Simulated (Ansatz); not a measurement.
`N#C[CH2][GeH2][F]` + H₂S → `[F][GeH2][SH]` + `CC#N` at 298.15 K and 1 bar (ligand exchange at a Ge–C bond).

Isolated molecules relaxed with PBE0-D4/def2-TZVP in Ansatz; ΔE leaves out vibrations. CCSD(T)/CBS is the MP2 limit (def2-TZVPP, def2-QZVPP) plus CCSD(T) − MP2 in def2-TZVPP, frozen cores. This one scheme is used for every species. For Ge outer-core shells are correlated without core-valence functions, which leaves a few kJ/mol of doubt a bond. Scalar relativity is left out up to krypton. One conformer a species, not always the lowest.

```tsv
species	CCSD(T)/CBS energy (Eh)	H − E (kJ/mol)	S (J/(mol·K))
`N#C[CH2][GeH2][F]`	-2309.13510	162.0	344.8
H₂S	-398.97279	49.9	205.7
`[F][GeH2][SH]`	-2575.53651	88.3	306.6
`CC#N`	-132.59492	131.1	242.3
```

H − E and S are ideal-gas, rigid-rotor, harmonic terms from PBE0-D4/def2-TZVP, for one conformer and one mirror image of each species. 1 Eh = 2625.50 kJ/mol, R = 8.31446 J/(mol·K).

By hand: ΔE, ΔH, ΔS and ΔG.

ΔE = (-2575.53651) + (-132.59492) − (-2309.13510) − (-398.97279) = -0.02354 Eh = -61.8 kJ/mol. Δ(H − E) = 88.3 + 131.1 − 162.0 − 49.9 = 7.5, so ΔH = -54.3 kJ/mol. ΔS = 306.6 + 242.3 − 344.8 − 205.7 = -1.6 J/(mol·K). ΔG = -54.3 − 298.15 × (-1.6)/1000 = -53.8 kJ/mol.

By hand: the equilibrium constant, and the temperature at which ΔG would vanish if ΔH and ΔS stayed fixed.

log₁₀ K = −ΔG/(RT ln 10) = 9.4. ΔG = 0 at ΔH/ΔS = 33938 K, far beyond where these terms or the molecules hold.

The number of gas molecules stays the same, so ΔS is small and ΔH decides. A doubt of 5 kJ/mol in ΔE shifts log₁₀ K by 0.9 here. Other conformers and mirror images would add mixing entropy, several J/(mol·K) or more a flexible species. Modes under 60 cm⁻¹, often nearly free rotors, make the harmonic entropy too high. These are equilibria of isolated gas molecules and say nothing of rates. Largest T1 diagnostic: 0.012 (customary marks: 0.02 for closed shells, 0.045 for open ones).
